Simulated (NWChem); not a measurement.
All runs are NWChem calculations. System: HClGe, charge 0, spin multiplicity 1, at a geometry optimised with B3LYP/def2-SVP. The structure started from a generated list of species. Level: MP2/def2-TZVP, 14 core orbitals frozen.

The NWChem input:

```
start mol
memory heap 200 mb stack 800 mb global 1000 mb
geometry units angstroms nocenter noautoz
  Ge    -0.505602    -0.553845     0.000000
  H      0.641991    -1.683846     0.000000
  Cl     0.913958     1.141581     0.000000
  symmetry group Cs
end
basis spherical
  * library def2-tzvp
end
scf
  rhf
  nopen 0
  maxiter 100
  thresh 1e-7
  semidirect memsize 60000000 filesize 0
end
mp2
  freeze core 14
end
task mp2 energy
```

NWChem printed:

```
             Northwest Computational Chemistry Package (NWChem) 7.3.0
             --------------------------------------------------------

                                NWChem Input Module
                                -------------------

 Scaling coordinates for geometry "geometry" by  1.889725989
 (inverse scale =  0.529177249)

 Turning off AUTOSYM since
 SYMMETRY directive was detected!

                             Geometry "geometry" -> ""
                             -------------------------

 Output coordinates in angstroms (scale by  1.889725989 to convert to a.u.)

  No.       Tag          Charge          X              Y              Z
 ---- ---------------- ---------- -------------- -------------- --------------
    1 Ge                  32.0000    -0.50560200    -0.55384500     0.00000000
    2 H                    1.0000     0.64199100    -1.68384600     0.00000000
    3 Cl                  17.0000     0.91395800     1.14158100     0.00000000

 Effective nuclear repulsion energy (a.u.)     143.8689845534

            Nuclear Dipole moment (a.u.)
            ----------------------------
        X                 Y               Z
 ---------------- ---------------- ----------------
     0.0000245664    -0.0000170075     0.0000000000

      Symmetry information
      --------------------

 Group name             Cs
 Group number              2
 Group order               2
 No. of unique centers     3

      Symmetry unique atoms

     1    2    3


 Summary of "ao basis" -> "" (spherical)
 ------------------------------------------------------------------------------
       Tag                 Description            Shells   Functions and Types
 ---------------- ------------------------------  ------  ---------------------
 *                         def2-tzvp                  on all atoms

 Summary of "ao basis" -> "ao basis" (spherical)
 ------------------------------------------------------------------------------
       Tag                 Description            Shells   Functions and Types
 ---------------- ------------------------------  ------  ---------------------
 Ge                        def2-tzvp                16       48   6s5p4d1f
 H                         def2-tzvp                 4        6   3s1p
 Cl                        def2-tzvp                13       37   5s5p2d1f

                                 NWChem SCF Module
                                 -----------------

  ao basis        = "ao basis"
  functions       =    91
  atoms           =     3
  closed shells   =    25
  open shells     =     0
  charge          =   0.00
  wavefunction    = RHF
  use symmetry    = T
  symmetry adapt  = T

 Summary of "ao basis" -> "ao basis" (spherical)
 ------------------------------------------------------------------------------
       Tag                 Description            Shells   Functions and Types
 ---------------- ------------------------------  ------  ---------------------
 Ge                        def2-tzvp                16       48   6s5p4d1f
 H                         def2-tzvp                 4        6   3s1p
 Cl                        def2-tzvp                13       37   5s5p2d1f

      Symmetry analysis of basis
      --------------------------

        a'         62
        a"         29

 Forming initial guess at       0.1s

      Superposition of Atomic Density Guess
      -------------------------------------

 Sum of atomic energies:       -2535.28356015

      Non-variational initial energy
      ------------------------------

 Total energy =   -2535.369759
 1-e energy   =   -3817.767043
 2-e energy   =    1138.528300
 HOMO         =      -0.239190
 LUMO         =      -0.065840

      Symmetry analysis of molecular orbitals - initial
      -------------------------------------------------

  Numbering of irreducible representations:

     1 a'          2 a"

  Orbital symmetries:

     1 a'          2 a'          3 a'          4 a'          5 a'
     6 a"          7 a'          8 a'          9 a'         10 a"
    11 a'         12 a'         13 a'         14 a"         15 a'
    16 a'         17 a'         18 a"         19 a"         20 a'
    21 a'         22 a'         23 a"         24 a'         25 a'
    26 a"         27 a'         28 a'         29 a'         30 a"
    31 a'         32 a"         33 a'         34 a'         35 a'

 Starting SCF solution at       2.6s

 ----------------------------------------------
         Quadratically convergent ROHF

 Convergence threshold     :          1.000E-07
 Maximum no. of iterations :          100
 Final Fock-matrix accuracy:          1.000E-09
 ----------------------------------------------

              iter       energy          gnorm     gmax       time
             ----- ------------------- --------- --------- --------
                 1    -2535.4489629442  5.26D-01  1.39D-01      2.6
                 2    -2535.4744926002  1.79D-01  3.97D-02      2.7
                 3    -2535.4771562163  1.77D-02  4.81D-03      2.9
                 4    -2535.4772055466  2.74D-04  7.37D-05      3.1
                 5    -2535.4772055609  5.56D-08  1.32D-08      3.5

       Final RHF  results
       ------------------

         Total SCF energy =  -2535.477205560872
      One-electron energy =  -3817.952402125512
      Two-electron energy =   1138.606212011220
 Nuclear repulsion energy =    143.868984553420

        Time for solution =      0.9s

       Symmetry analysis of molecular orbitals - final
       -----------------------------------------------

  Numbering of irreducible representations:

     1 a'          2 a"

  Orbital symmetries:

     1 a'          2 a'          3 a'          4 a"          5 a'
     6 a'          7 a'          8 a'          9 a"         10 a'
    11 a'         12 a"         13 a'         14 a'         15 a'
    16 a"         17 a"         18 a'         19 a'         20 a'
    21 a'         22 a'         23 a"         24 a'         25 a'
    26 a"         27 a'         28 a'         29 a'         30 a"
    31 a'         32 a"         33 a'         34 a'         35 a'

             Final eigenvalues
             -----------------

              1
    1 -405.2797
    2 -104.8146
    3  -52.1858
    4  -46.2734
    5  -46.2721
    6  -46.2710
    7  -10.5432
    8   -8.0096
    9   -8.0089
   10   -8.0087
   11   -7.2283
   12   -5.2043
   13   -5.1998
   14   -5.1956
   15   -1.6799
   16   -1.6780
   17   -1.6720
   18   -1.6695
   19   -1.6662
   20   -1.0708
   21   -0.6712
   22   -0.4951
   23   -0.4601
   24   -0.4571
   25   -0.3553
   26    0.0003
   27    0.1044
   28    0.1522
   29    0.2660
   30    0.2873
   31    0.3213
   32    0.3259
   33    0.3494
   34    0.3723
   35    0.4299

                       ROHF Final Molecular Orbital Analysis
                       -------------------------------------

 Vector   23  Occ=2.000000D+00  E=-4.600624D-01  Symmetry=a"
              MO Center=  8.3D-01,  1.0D+00, -3.7D-16, r^2= 1.4D+00
   Bfn.  Coefficient  Atom+Function         Bfn.  Coefficient  Atom+Function
  ----- ------------  ---------------      ----- ------------  ---------------
    71      0.523051  3 Cl pz                74      0.349777  3 Cl pz
    68      0.238868  3 Cl pz                62     -0.190758  3 Cl pz

 Vector   24  Occ=2.000000D+00  E=-4.570594D-01  Symmetry=a'
              MO Center=  6.3D-01,  7.8D-01, -1.4D-15, r^2= 2.3D+00
   Bfn.  Coefficient  Atom+Function         Bfn.  Coefficient  Atom+Function
  ----- ------------  ---------------      ----- ------------  ---------------
    70      0.475215  3 Cl py                73      0.314996  3 Cl py
    67      0.216354  3 Cl py                 6      0.180424  1 Ge s
    61     -0.172788  3 Cl py                69     -0.159030  3 Cl px

 Vector   25  Occ=2.000000D+00  E=-3.553218D-01  Symmetry=a'
              MO Center= -4.1D-01, -4.5D-01, -2.6D-16, r^2= 3.1D+00
   Bfn.  Coefficient  Atom+Function         Bfn.  Coefficient  Atom+Function
  ----- ------------  ---------------      ----- ------------  ---------------
     6      0.409362  1 Ge s                 16     -0.330799  1 Ge px
     5      0.320284  1 Ge s                 19     -0.293756  1 Ge px
    69      0.245315  3 Cl px                72      0.212207  3 Cl px
    50     -0.200815  2 H  s                  4     -0.162040  1 Ge s

 Vector   26  Occ=0.000000D+00  E= 2.607578D-04  Symmetry=a"
              MO Center= -4.7D-01, -5.6D-01,  2.4D-15, r^2= 3.3D+00
   Bfn.  Coefficient  Atom+Function         Bfn.  Coefficient  Atom+Function
  ----- ------------  ---------------      ----- ------------  ---------------
    21      0.776600  1 Ge pz                18      0.350116  1 Ge pz
    74     -0.210104  3 Cl pz                12     -0.173857  1 Ge pz

 Vector   27  Occ=0.000000D+00  E= 1.044393D-01  Symmetry=a'
              MO Center= -4.9D-01, -5.1D-01,  1.1D-14, r^2= 4.6D+00
   Bfn.  Coefficient  Atom+Function         Bfn.  Coefficient  Atom+Function
  ----- ------------  ---------------      ----- ------------  ---------------
    20      1.098446  1 Ge py                59     -0.681110  3 Cl s
    19      0.432130  1 Ge px                72      0.390935  3 Cl px
    73      0.392741  3 Cl py                 6      0.288935  1 Ge s
    51      0.285616  2 H  s                 17      0.231521  1 Ge py

 Vector   28  Occ=0.000000D+00  E= 1.522211D-01  Symmetry=a'
              MO Center= -1.4D-02, -9.9D-01, -1.4D-16, r^2= 5.2D+00
   Bfn.  Coefficient  Atom+Function         Bfn.  Coefficient  Atom+Function
  ----- ------------  ---------------      ----- ------------  ---------------
    51      1.991846  2 H  s                  6     -1.270091  1 Ge s
    19     -1.246286  1 Ge px                20      0.799196  1 Ge py
    73     -0.294292  3 Cl py                 5     -0.252157  1 Ge s
    59      0.208953  3 Cl s                 16     -0.156427  1 Ge px
     4      0.150266  1 Ge s

 center of mass
 --------------
 x =  -0.08198638 y =  -0.04674548 z =   0.00000000

 moments of inertia (a.u.)
 ------------------
         253.677886297432        -199.899506010279           0.000000000000
        -199.899506010279         172.538025425746           0.000000000000
           0.000000000000           0.000000000000         426.215911723177

  Mulliken analysis of the total density
  --------------------------------------

    Atom       Charge   Shell Charges
 -----------   ------   -------------------------------------------------------
    1 Ge  32    31.56   2.00  2.00  1.17  0.78  1.02  0.82  5.98  4.41  1.58  0.92  0.68  8.92  1.08  0.05  0.11  0.02
    2 H    1     1.03   0.22  0.58  0.22  0.01
    3 Cl  17    17.41   2.01  0.45  1.52  1.08  0.89  4.18  1.69  1.07  2.88  1.62  0.01  0.02  0.00

       Multipole analysis of the density wrt the origin
       ------------------------------------------------

     L   x y z        total         open         nuclear
     -   - - -        -----         ----         -------
     0   0 0 0     -0.000000      0.000000     50.000000

     1   1 0 0     -0.529974      0.000000      0.000025
     1   0 1 0     -0.695981      0.000000     -0.000017
     1   0 0 1      0.000000      0.000000      0.000000

     2   2 0 0    -25.322217      0.000000     81.394724
     2   1 1 0      0.023087      0.000000     91.479458
     2   1 0 1     -0.000000      0.000000      0.000000
     2   0 2 0    -24.163811      0.000000    124.293309
     2   0 1 1      0.000000      0.000000      0.000000
     2   0 0 2    -20.953297      0.000000      0.000000

                   NWChem MP2 Semi-direct Energy/Gradient Module
                   ---------------------------------------------

  Basis functions       =     91
  Molecular orbitals    =     91
  Frozen core           =     14
  Frozen virtuals       =      0
  Active alpha occupied =     11
  Active beta occupied  =     11
  Active alpha virtual  =     66
  Active beta virtual   =     66
  Use MO symmetry       = T
  Use skeleton AO sym   = T

  AO/Fock/Back tols     =   1.0D-09  1.0D-09  1.0D-09

 GA uses MA = F    GA memory limited = T

 Available:
  local mem=  1.15D+08
 global mem=  1.31D+08
 local disk=  0.00D+00
  mp2_memr nvloc                    66
  nvloc new                    66
   1 passes of  11:        4194304                      53178                  10109995.
   1 passes of  11: M    114675158           G      131055438           F     110480854.

 Semi-direct pass number   1 of   1  for RHF alpha+beta  at        3.6s
  vrange nnbf                  4090
  mp2_eaftype                    38  avail_ma_in_mb                   999
 EAF : mp2_eaftype filesize          38    5054998.
  mp2_eaf for mointskh                     38
Node 0 wrote     23.8 Mb in      0.0 s     Agg I/O rate:  1641.4 Mb/s
 Done moints_semi at       11.0s
  mp2_eaftype                    38  avail_ma_in_mb                   961
 EAF : mp2_eaftype filesize          38    5054998.
  mp2_eaf for kh                    38
 Done maket at       11.2s
 Done multipass loop at       11.2s

          -------------------------------------------
          SCF energy               -2535.477205560872
          Correlation energy          -0.410513040021
          Singlet pairs               -0.242907715332
          Triplet pairs               -0.167605324689
          Total MP2 energy         -2535.887718600894
          -------------------------------------------

          ---------------------------------------------------
                    Spin Component Scaled (SCS) MP2
          Same spin pairs                     -0.111736883126
          Same spin scaling factor             0.333333333333
          Opposite spin pairs                 -0.298776156895
          Opposite spin scaling fact.          1.200000000000
          SCS-MP2 correlation energy          -0.395777015983
          Total SCS-MP2 energy             -2535.872982576855
          ---------------------------------------------------

 -----------------------
 Performance information
 -----------------------

 Timer overhead =  2.09D-07 seconds/call

               Nr. of calls         CPU time (s)                 Wall time (s)                GFlops
             ---------------    -------------------     ------------------------------   -------------------
Name         Min   Avg   Max    Min     Avg     Max     Min     Avg     Max   Mx/calls   Min     Max     Sum
mp2: moin     1     1     1    7.3     7.3     7.3      7.3     7.3     7.3     7.3      0.0     0.0     0.0
mp2: make     1     1     1   0.20    0.20    0.20     0.20    0.20    0.20    0.20      0.0     0.0     0.0
mp2: tota     1     1     1    7.6     7.6     7.6      7.6     7.6     7.6     7.6      0.0     0.0     0.0

 The average no. of pstat calls per process was 3.00D+00
 with a timing overhead of 6.28D-07s

 Task  times  cpu:       11.2s     wall:       11.2s

 Total times  cpu:       11.2s     wall:       11.2s
```
